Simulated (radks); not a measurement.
Results of a calculation; reference values are marked as such.
Species: Lu24+. Configuration: [Kr] 4d10 4f1. Level of theory: non-relativistic Kohn-Sham, LB94 model potential, spin-polarised, spherical densities, point nucleus; open shells are filled with parallel spins first (spin-orbit coupling, left out, can overturn this in heavy ions); relativity is left out, which matters for an element this heavy (a radial shooting solver on a logarithmic mesh with Libxc functionals).

Normalised radial functions P(r) = r R(r), r in bohr:

r,4s up,4p up
0.001151,0.1013,0.0025
0.001663,0.1410,0.0052
0.002403,0.1928,0.0106
0.003472,0.2569,0.0212
0.005016,0.3291,0.0419
0.007247,0.3959,0.0808
0.01047,0.4287,0.1500
0.01513,0.3796,0.2636
0.02186,0.1911,0.4266
0.03158,-0.1578,0.6066
0.04563,-0.5568,0.6906
0.06593,-0.6869,0.4792
0.09526,-0.1901,-0.1536
0.1376,0.7291,-0.8801
0.1989,0.9433,-0.8211
0.2873,-0.3069,0.4283
0.4151,-1.6278,1.6071
0.595,-1.3896,1.3808
0.8597,-0.4403,0.4708
1.242,-0.0431,0.0525

4s up: eigenvalue -1123.1 eV, 3 radial nodes at r = 0.0272, 0.103, 0.268 bohr, <r> = 0.488 bohr, 90 % of the charge inside 0.692 bohr. 4p up: eigenvalue -1043.7 eV, 2 radial nodes at r = 0.0885, 0.259 bohr, <r> = 0.490 bohr, 90 % of the charge inside 0.702 bohr.
